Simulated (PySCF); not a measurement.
CH₆ClNSi₃, SMILES [SiH3][Si@@H]1N=C[Si@@H]1Cl.

Coordinates come from a ωB97X-D3(BJ)/def2-SVP optimisation. The structure was generated by enumeration; whether it is a known compound was not checked.

All values below come from TDA-PBE/def2-SVPD in PySCF 2.14.0.

Vertical excitations. The molecule is in vacuum.

```json
[
 {"state": "S1", "energy (eV)": "3.37", "λ (nm)": "368", "f": "0.002", "main pairs": "HOMO→LUMO 99 %"},
 {"state": "S2", "energy (eV)": "4.08", "λ (nm)": "304", "f": "0.006", "main pairs": "HOMO−1→LUMO 99 %"},
 {"state": "S3", "energy (eV)": "4.30", "λ (nm)": "289", "f": "0.006", "main pairs": "HOMO→LUMO+1 97 %"},
 {"state": "S4", "energy (eV)": "4.64", "λ (nm)": "267", "f": "0.006", "main pairs": "HOMO→LUMO+2 96 %"},
 {"state": "S5", "energy (eV)": "4.75", "λ (nm)": "261", "f": "0.009", "main pairs": "HOMO→LUMO+3 95 %"},
 {"state": "S6", "energy (eV)": "5.03", "λ (nm)": "247", "f": "0.007", "main pairs": "HOMO−2→LUMO 88 %"},
 {"state": "S7", "energy (eV)": "5.26", "λ (nm)": "236", "f": "0.000", "main pairs": "HOMO→LUMO+4 93 %"},
 {"state": "S8", "energy (eV)": "5.41", "λ (nm)": "229", "f": "0.001", "main pairs": "HOMO−3→LUMO 98 %"},
 {"state": "S9", "energy (eV)": "5.46", "λ (nm)": "227", "f": "0.055", "main pairs": "HOMO−1→LUMO+1 69 %, HOMO−1→LUMO+3 14 %"},
 {"state": "S10", "energy (eV)": "5.70", "λ (nm)": "217", "f": "0.003", "main pairs": "HOMO→LUMO+5 93 %"},
 {"state": "T1", "energy (eV)": "2.64", "λ (nm)": "470", "f": "0", "main pairs": "HOMO→LUMO 99 %"},
 {"state": "T2", "energy (eV)": "3.79", "λ (nm)": "327", "f": "0", "main pairs": "HOMO−1→LUMO 98 %"},
 {"state": "T3", "energy (eV)": "4.07", "λ (nm)": "305", "f": "0", "main pairs": "HOMO→LUMO+1 98 %"},
 {"state": "T4", "energy (eV)": "4.39", "λ (nm)": "282", "f": "0", "main pairs": "HOMO−2→LUMO 47 %, HOMO→LUMO+2 44 %"}
]
```
Triplets are in the Tamm–Dancoff approximation.
